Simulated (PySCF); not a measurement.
C2H5AlClN, singlet, at a GFN2-xTB geometry (such geometries of metal compounds can be far from the true shape); DF-CAMB3LYP/def2-TZVPD in PySCF.

Input for PySCF:
```python
from pyscf import gto, scf, dft

mol = gto.Mole()
mol.atom = '''
    Al    0.05349285    0.12941368    0.17927209
    Cl   -1.92771443    0.19654611    0.62127875
    C     0.66651801   -0.88515464   -1.40552780
    C     1.94741252   -0.97114697   -1.75335129
    H    -0.06010938   -1.40370337   -2.03485645
    H     2.29000696   -1.52445303   -2.61907693
    H     2.72153538   -0.48477157   -1.17915282
    N     1.18955742    0.99373007    1.24127924
    H     0.92060577    1.52422473    2.06097322
    H     2.19321444    1.04674072    1.14415703
'''
mol.basis = 'def2-tzvpd'
mol.verbose = 4
mol.max_memory = 1800
mol.build()

mf = dft.RKS(mol)
mf.xc = 'camb3lyp'
mf = mf.density_fit(auxbasis='def2-universal-jkfit')
mf.kernel()
```

The log (banner, timings and long lists left out):

```
PySCF version 2.14.0

[INPUT] verbose = 4
[INPUT] num. atoms = 10
[INPUT] num. electrons = 54
[INPUT] charge = 0
[INPUT] spin (= nelec alpha-beta = 2S) = 0
[INPUT] symmetry False subgroup None
[INPUT] Mole.unit = angstrom
[INPUT] Symbol           X                Y                Z      unit          X                Y                Z       unit  Magmom
[INPUT]  1 Al     0.053492850000   0.129413680000   0.179272090000 AA    0.101086836122   0.244556411972   0.338775151878 Bohr   0.0
[INPUT]  2 Cl    -1.927714430000   0.196546110000   0.621278750000 AA   -3.642852319072   0.371418318749   1.174046684512 Bohr   0.0
[INPUT]  3 C      0.666518010000  -0.885154640000  -1.405527800000 AA    1.259536495990  -1.672699847488  -2.656062602462 Bohr   0.0
[INPUT]  4 C      1.947412520000  -0.971146970000  -1.753351290000 AA    3.680076314349  -1.835201800001  -3.313353738253 Bohr   0.0
[INPUT]  5 H     -0.060109380000  -1.403703370000  -2.034856450000 AA   -0.113590265717  -2.652614929429  -3.845321393305 Bohr   0.0
[INPUT]  6 H      2.290006960000  -1.524453030000  -2.619076930000 AA    4.327485977748  -2.880798716463  -4.949338096867 Bohr   0.0
[INPUT]  7 H      2.721535380000  -0.484771570000  -1.179152820000 AA    5.142956506514  -0.916085500275  -2.228275888809 Bohr   0.0
[INPUT]  8 N      1.189557420000   0.993730070000   1.241279240000 AA    2.247937733244   1.877877674045   2.345677807708 Bohr   0.0
[INPUT]  9 H      0.920605770000   1.524224730000   2.060973220000 AA    1.739692773994   2.880367291989   3.894674935863 Bohr   0.0
[INPUT] 10 H      2.193214440000   1.046740720000   1.144157030000 AA    4.144574624041   1.978053284230   2.162143430196 Bohr   0.0

nuclear repulsion = 244.127691368664
number of shells = 95
number of NR pGTOs = 352
number of NR cGTOs = 245
basis = def2-tzvpd
ecp = {}

******** <class 'pyscf.df.df_jk.DFRKS'> ********
method = DFRKS
initial guess = minao
damping factor = 0
level_shift factor = 0
DIIS = <class 'pyscf.scf.diis.CDIIS'>
diis_start_cycle = 1
diis_space = 8
diis_damp = 0
SCF conv_tol = 1e-09
SCF conv_tol_grad = None
SCF max_cycles = 50
direct_scf = False
XC library pyscf.dft.libxc version 7.1.2
    S. Lehtola, C. Steigemann, M. J. T. Oliveira, and M. A. L. Marques,  SoftwareX 7, 1–5 (2018)
XC functionals = camb3lyp
    T. Yanai, D. P. Tew, and N. C. Handy,  Chem. Phys. Lett. 393, 51 (2004)
radial grids:
    Treutler-Ahlrichs [JCP 102, 346 (1995); DOI:10.1063/1.469408] (M4) radial grids

becke partition: Becke, JCP 88, 2547 (1988); DOI:10.1063/1.454033
pruning grids: <function nwchem_prune>
grids dens level: 3
symmetrized grids: False
atomic radii adjust function: <function treutler_atomic_radii_adjust>
small_rho_cutoff = 0
Set gradient conv threshold to 3.16228e-05
Initial guess from minao.
tot grids = 129240
******** <class 'pyscf.df.df.DF'> ********
auxbasis = def2-universal-jkfit
Create RSH-DF object <pyscf.df.df.DF object> for omega=0.33
******** <class 'pyscf.df.df.DF'> ********
auxbasis = auxmol.basis = def2-universal-jkfit
init E= -836.994624857881
  HOMO = -0.324375183138235  LUMO = -0.0745167228257227  gap/eV = 6.79900
cycle= 1 E= -836.652747371917  delta_E= 0.342  |g|= 0.534  |ddm|=    3
  HOMO = -0.244503122544607  LUMO = 0.013719815333205  gap/eV = 7.02660
cycle= 2 E= -836.649781634811  delta_E= 0.00297  |g|= 0.593  |ddm|= 1.05
  HOMO = -0.335821982075186  LUMO = 0.00275044589510235  gap/eV = 9.21303
cycle= 3 E= -836.721336827213  delta_E= -0.0716  |g|= 0.0619  |ddm|= 0.462
  HOMO = -0.327193145125018  LUMO = 0.000750604272623782  gap/eV = 8.92380
cycle= 4 E= -836.722125162517  delta_E= -0.000788  |g|= 0.0316  |ddm|= 0.0965
  HOMO = -0.32989736079667  LUMO = 0.00233590948847509  gap/eV = 9.04053
cycle= 5 E= -836.722336766389  delta_E= -0.000212  |g|= 0.00371  |ddm|= 0.0332
  HOMO = -0.329971681771263  LUMO = 0.00238213731123727  gap/eV = 9.04381
cycle= 6 E= -836.72234114271  delta_E= -4.38e-06  |g|= 0.00241  |ddm|= 0.00819
  HOMO = -0.330000682813079  LUMO = 0.00243220695370285  gap/eV = 9.04596
cycle= 7 E= -836.722342508937  delta_E= -1.37e-06  |g|= 0.000614  |ddm|= 0.0024
  HOMO = -0.330022286035933  LUMO = 0.00241502986585699  gap/eV = 9.04608
cycle= 8 E= -836.722342614367  delta_E= -1.05e-07  |g|= 0.000241  |ddm|= 0.00106
  HOMO = -0.330021139341911  LUMO = 0.00241075952338809  gap/eV = 9.04593
cycle= 9 E= -836.722342630563  delta_E= -1.62e-08  |g|= 3.87e-05  |ddm|= 0.000308
  HOMO = -0.330019535023871  LUMO = 0.00241568353334085  gap/eV = 9.04602
cycle= 10 E= -836.722342631166  delta_E= -6.03e-10  |g|= 1.61e-05  |ddm|= 0.00011
  HOMO = -0.330023171335496  LUMO = 0.00241232874987648  gap/eV = 9.04603
Extra cycle  E= -836.7223426312  delta_E= -3.41e-11  |g|= 1.43e-05  |ddm|= 4.67e-05
converged SCF energy = -836.7223426312
```
